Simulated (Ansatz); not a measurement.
`NB(F)S` at its PBE0-D4/def2-TZVP geometry, where that method's forces vanish. Charge 0, multiplicity 1.

```xyz
7

N     0.8363    0.2136   -0.8228
B    -0.2350   -0.1658   -0.0153
F    -1.1574   -1.0015   -0.5065
S    -0.4012    0.4545    1.6930
H     1.5653    0.8353   -0.5250
H     0.9314   -0.1259   -1.7641
H    -1.5393   -0.2102    1.9406
```

**Question.** What forces (eV/Å) does r2SCAN-D4/def2-TZVPP give on these atoms in the Gaussian-basis code of Ansatz? (Best estimate.)

**Answer.** Computed: 
```
N1   0.083  0.033 -0.055
B2  -0.006  0.027  0.072
F3  -0.105 -0.097 -0.060
S4   0.007  0.036  0.073
H5   0.013  0.004 -0.011
H6   0.012  0.003 -0.011
H7  -0.004 -0.006 -0.007
```
